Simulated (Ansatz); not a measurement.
BrCs, singlet, at a GFN2-xTB geometry (such geometries of metal compounds can be far from the true shape) (core potentials on Cs); BLYP/def2-TZVPD (Ansatz, a quantum-chemistry and plane-wave program).

The Ansatz input:
Ansatz 0.2 input:
```yaml
crystal:
  periodic: [false, false, false]
  atoms:
    - {symbol: Cs, position_ang: [-0.00000000, -0.00000000, -1.19327963]}
    - {symbol: Br, position_ang: [0.00000000, 0.00000000, 1.87515370]}
basis:
  gaussian:
    orbitals: def2-TZVPD
hamiltonian:
  xc: blyp
```

Output, abridged:

```
Functional definition: BLYP
729 factors; their error is unknown
mean field evaluation 1: about -70595.2248 eV, gradient 2.0e1 eV
mean field evaluation 2: about -70573.5177 eV, gradient 7.5e1 eV
mean field evaluation 4: about -70596.9093 eV, gradient 2.5e0 eV
mean field evaluation 8: about -70596.9268 eV, gradient 5.2e-2 eV
mean field -70596.92680490 eV, -2594.3892077644 hartree, gradient 2.0e-5 eV, S^2 0.000000; 0 other end points of the search recorded, 0 dependent functions left out
reference -70596.92707541 eV, -2594.3892177056 hartree; 22, 22 occupied and 67, 67 virtual orbitals, 729 factors
Total energy: -70596.92707541 eV, -2594.3892177056 hartree
```
